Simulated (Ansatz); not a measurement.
`C[O][Al]([F])[O][SiH3]` + `[OH][Al]([F])[SH]` → `C[O][Al]([F])[SH]` + `[OH][Al]([F])[O][SiH3]`  (substitution at a C–O bond)

Program: Ansatz. Geometries: PBE0-D4/def2-TZVP. ΔE: electronic, gas phase. CCSD(T)/CBS is the MP2 limit (def2-TZVPP, def2-QZVPP) plus CCSD(T) − MP2 in def2-TZVPP, frozen cores. This one scheme is used for every species. Functionals use def2-TZVPP. B3LYP here is the variant with VWN-RPA as its local correlation; programs differ in this. Each species was taken in one conformer, which may not be the lowest.

| species | B3LYP-D4 energy (Eh) |
| --- | --- |
| `C[O][Al]([F])[O][SiH3]` | -824.36324 |
| `[OH][Al]([F])[SH]` | -817.22856 |
| `C[O][Al]([F])[SH]` | -856.54283 |
| `[OH][Al]([F])[O][SiH3]` | -785.04999 |

(1) Work out ΔE.

Largest T1 diagnostic among the species: 0.012.

## Answers

(1) ΔE = (-856.54283) + (-785.04999) − (-824.36324) − (-817.22856) = -0.00102 Eh = -0.03 eV. CCSD(T)/CBS gives -0.02 eV.
